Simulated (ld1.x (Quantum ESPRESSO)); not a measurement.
thallium (Tl), TM: configuration errors across variants

```
Element                 : Tl
Generator               : ld1.x (Quantum ESPRESSO) 7.5
Type                    : norm-conserving Troullier–Martins (Kleinman–Bylander form)
Functional              : LDA (PZ)
Relativity              : fully relativistic
Frozen core             : [Xe] 4f14 5d10
Valence charge          : 3
Reference configuration : 6s2 6p0.5 (charge +0.5)
Partial waves           : 6p (bound): rc 2.50 bohr; 6s (bound): rc 1.65 bohr
Local potential         : the s channel
Core correction         : Bessel-smoothed model core, default radius (core density twice the valence density)
```

Open shells are filled in proportion to 2j + 1 (rel_dist='average').

All-electron excitation energies from the reference (eV): (1) 6s2 6p1 -2.018; (2) 6s2 6p0 3.499; (3) 6s1 6p0 24.701; (4) 6s2 6p1.3 -2.595; (5) 6s1 6p2 5.341; (6) 6s1 6p1 11.745; (7) 6s0 6p3 13.109.

A true bound ghost makes a file unfit for plane-wave use even where its test errors are small: the radial tests pick states by their node count and pass the ghost by.

Errors AE − PS in meV (a dash: test not solved or not reliable):

| change | (1) | (2) | (3) | (4) | (5) | (6) | (7) | bound ghosts |
| --- | --- | --- | --- | --- | --- | --- | --- | --- |
| base | -4.6 | -10 | -307 | -8.8 | -30 | -87 | -150 | none |
| wave 6p (bound): rc 2.50 bohr becomes 6p (bound): rc 1.68 bohr | -4.9 | -11 | -316 | -9.4 | -21 | -80 | -111 | p1/2, p3/2 |
| wave 6p (bound): rc 2.50 bohr becomes 6p (bound): rc 1.86 bohr | -4.6 | -10 | -313 | -8.8 | -21 | -80 | -111 | p3/2 |
| wave 6p (bound): rc 2.50 bohr becomes 6p (bound): rc 2.12 bohr | -4.6 | -10 | -309 | -8.8 | -26 | -84 | -133 | none |
| wave 6p (bound): rc 2.50 bohr becomes 6p (bound): rc 2.64 bohr | -4.6 | -10 | -307 | -8.8 | -29 | -87 | -150 | none |
| wave 6p (bound): rc 2.50 bohr becomes 6p (bound): rc 2.98 bohr | -4.6 | -10 | -309 | -8.9 | -27 | -85 | -138 | none |
| wave 6p (bound): rc 2.50 bohr becomes 6p (bound): rc 3.22 bohr | -4.7 | -11 | -314 | -9.0 | -22 | -80 | -116 | none |
| wave 6p (bound): rc 2.50 bohr becomes 6p (bound): rc 3.44 bohr | -4.9 | -11 | -317 | -9.2 | -18 | -77 | -102 | none |
| wave 6p (bound): rc 2.50 bohr becomes 6p (bound): rc 3.80 bohr | -5.2 | -13 | -325 | -9.8 | -11 | -70 | -71 | none |

(1) Give the same row for: wave 6p (bound): rc 2.50 bohr becomes 6p (bound): rc 2.40 bohr.

Results:

(1) -4.6, -10, -308, -8.8, -29, -86, -149; bound ghosts: none.
